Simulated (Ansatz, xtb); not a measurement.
**Ligand exchange: AgBr + C2H3F → AgF + C2H3Br**

Gas-phase species: AgBr (silver bromide), singlet; C2H3F `C=CF`, singlet; AgF, singlet; C2H3Br (vinyl bromide) `C=CBr`, singlet. The partners trade Br for F: Ag–Br and C–F bonds give way to Ag–F and C–Br.

Shapes, held fixed at every level: PBE0-D4/def2-TZVP. Programs: Ansatz 0.2.0, xtb 6.7.1. The zero-point and thermal change to 298 K, harmonic and unscaled (PBE0-D4/def2-TZVP), is -3.5 kJ/mol.

Q: Estimate ΔH(298 K) of this reaction.

A: The highest level, CCSD(T)/def2-TZVPP, gives ΔH(298 K) = +126.6 kJ/mol; the levels span +100.7 to +148.1. The column of differences is taken from that level and isn't an error. No measured value is set beside it here. For atoms past krypton def2 sets carry core potentials with scalar relativity. Relativity is left out for Br. Outer-core shells of Ag, Br are correlated, in sets that cover them unevenly.

```tsv
level	kind	ΔH(298 K) (kJ/mol)	less CCSD(T)/def2-TZVPP
GFN2-xTB	semi-empirical	+100.7	-25.9
PBE-D4/def2-TZVPP	GGA	+119.7	-6.9
r2SCAN-D4/def2-TZVPP	meta-GGA	+128.8	+2.2
B3LYP-D4/def2-TZVPP	global hybrid	+127.2	+0.6
wB97M-V/def2-TZVPP	range-separated hybrid	+130.9	+4.3
CCSD(T)/def2-SVP	coupled cluster or CI	+148.1	+21.5
CCSD/def2-TZVPP	coupled cluster or CI	+130.4	+3.8
CCSD(T)/def2-TZVPP	coupled cluster or CI	+126.6	0.0
```
